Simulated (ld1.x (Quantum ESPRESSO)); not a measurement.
## Which change was made? (Al, TM)

```json
{"Element": "aluminium (Al)", "Generator": "ld1.x (Quantum ESPRESSO) 7.5", "Type": "norm-conserving Troullier–Martins (Kleinman–Bylander form)", "Functional": "PBE", "Relativity": "scalar-relativistic", "Frozen core": "[Ne]", "Valence charge": "3", "Reference configuration": "3s1.75 3p1.25", "Partial waves": "3s (bound): rc 1.40 bohr; 3p (bound): rc 1.65 bohr; 3d channel at -0.1 Ry: rc 1.55 bohr", "Local potential": "all-electron potential smoothed inside 1.10 bohr (lloc = -1)", "Core correction": "Bessel-smoothed model core inside 1.25 bohr"}
```

Cutoffs, loose and tight: the cutoffs (Ry, on a coarse ladder) from which the occupation-weighted sum of valence levels, in a spherical-Bessel basis at the reference potential, stays within 10 and 1 mRy of its value at 400 Ry. They do not see the model core or the augmentation charge, which bear on the density cutoff. Test errors are all-electron minus pseudo excitation energies from the reference, over the configurations 3s2 3p1; 3s2 3p0; 3s1 3p0; 3s0 3p3; 3s2 3p0.5; 3s1 3p1; 3s1 3p2; variants that change the core or the reference have their own tests.

The base gives: outcome: generated; cutoff, loose: 35 Ry; cutoff, tight: 70 Ry; bound ghosts: s; largest test error (meV): +114.

(1) After one change the result is: outcome: generated; cutoff, loose: 30 Ry; cutoff, tight: 70 Ry; bound ghosts: s; largest test error (meV): +113. Which change was it?
A. reference 3s2 3p0
B. local potential all-electron potential smoothed inside 1.64 bohr (lloc = -1)
C. wave 3p (bound): rc 1.65 bohr becomes 3p (bound): rc 1.76 bohr

Answers

(1) C. The others give: reference 3s2 3p0 → outcome: generated; cutoff, loose: 35 Ry; cutoff, tight: 80 Ry; bound ghosts: s; largest test error (meV): +58 | local potential all-electron potential smoothed inside 1.64 bohr (lloc = -1) → outcome: generated; cutoff, loose: 35 Ry; cutoff, tight: 70 Ry; bound ghosts: none; largest test error (meV): +21.
